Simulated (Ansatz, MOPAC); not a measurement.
System: CH5BO3, net charge 0, singlet state. SMILES: COB(O)O

Atoms: C1, O2, B3, O4, O5, H6, H7, H8, H9, H10. Bonds: C1-O2, C1-H6, C1-H7, C1-H8, O2-B3, B3-O4, B3-O5, O4-H9, O5-H10.

Bond lengths (Å) and angles (degrees) optimised at MNDO with MOPAC; HF/STO-3G with Ansatz (an electronic-structure program); B3LYP/LANL2DZ with Ansatz; B3LYP/6-31G* with Ansatz, each started from the B3LYP-D3(BJ)/def2-TZVP structure (Ansatz) of the last column. A row stands for all coordinates that are equal there; 12 of 15 kinds are shown. 6-31G* holds six Cartesian d functions. No wavenumbers were computed at MNDO, HF/STO-3G, B3LYP/LANL2DZ, so these may be saddle points.

```
coordinate            MNDO       HF/STO-3G   B3LYP/LANL2DZ    B3LYP/6-31G*  B3LYP-D3(BJ)/def2-TZVP
----------  --------------  --------------  --------------  --------------  ----------------------
C1-O2                1.397           1.427           1.457           1.423                   1.424
C1-H6                1.117           1.094           1.096           1.096                   1.092
C1-H7                1.118           1.093           1.093           1.093                   1.089
O2-B3                1.374           1.366           1.373           1.367                   1.363
B3-O4                1.371           1.366           1.385           1.375                   1.372
B3-O5                1.368           1.364           1.382           1.371                   1.370
O4-H9                0.945           0.981           0.973           0.968                   0.962
C1-O2-B3             127.1           117.7           123.6           120.4                   120.7
O2-B3-O4    118.6 to 119.9  119.0 to 119.8  119.4 to 120.0  119.4 to 119.8                   119.7
O2-B3-O5             121.5           121.2           120.7           120.8                   120.6
O2-C1-H6             112.5           112.0           110.5           111.3                   111.0
O2-C1-H7             107.0           108.1           106.9           107.4                   107.3
```

A range marks coordinates that this level makes unequal.

Mean signed difference of all 9 bond lengths from B3LYP-D3(BJ)/def2-TZVP: MNDO 0.003 Å, HF/STO-3G 0.005 Å, B3LYP/LANL2DZ 0.011 Å, B3LYP/6-31G* 0.003 Å.
